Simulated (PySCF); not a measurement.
Molecule: SMILES C=C(C)n1cccc1, C₇H₉N.

Bonds (- single, = double, # triple, : aromatic): C1=C2, C2-C3, C2-N4, N4:C5, C5:C6, C6:C7, C7:C8, C8:N4. C1 carries H9, H10; C3 carries H11, H12, H13; C5 carries H14; C6 carries H15; C7 carries H16; C8 carries H17. H10 is cis to C3; H9 is trans to C3.

Frames of a GFN2-xTB Langevin trajectory at 400 K; GIAO PBE0/pcSseg-1 shieldings in PySCF 2.14, gas phase, non-relativistic; equivalent atoms averaged within each frame.

Referencing at the same level of theory: $^{13}$C (σref 186.93), $^{1}$H (σref 31.72) against TMS; $^{15}$N (σref 267.73) against NH3. The references are static minima.

Question: How do the shifts (ppm) fluctuate along the trajectory?

Answer: 
```tsv
time (fs)	C2	C5/C8	C6/C7	C1	C3	N4	H14/H17	H15/H16	H9	H10
optimised geometry	145.8	120.1	116.8	97.9	23.2	207.7	7.02	6.45	5.15	4.68
250	150.5	126.3	115.6	108.6	16.8	216.8	7.53	6.58	5.86	4.86
425	156.8	125.2	119.0	115.2	23.2	212.8	6.55	6.15	4.80	5.98
625	153.4	122.2	120.9	120.6	19.0	204.7	6.53	7.05	5.64	4.74
800	161.6	129.9	115.5	132.6	22.9	211.6	7.46	5.98	5.10	6.38
1000	155.0	126.1	109.9	122.0	29.3	214.4	6.59	6.59	5.11	5.90
mean of frames	155.4	125.9	116.2	119.8	22.2	212.1	6.94	6.47	5.30	5.57
standard deviation	4.2	2.7	4.2	8.9	4.8	4.5	0.51	0.42	0.44	0.73
```

5 frames give an uncertainty of the mean of about the standard deviation over 2.2 at best, since frames this close in time may not be independent; classical motion lacks zero-point vibration, and the reference would need the same averaging.
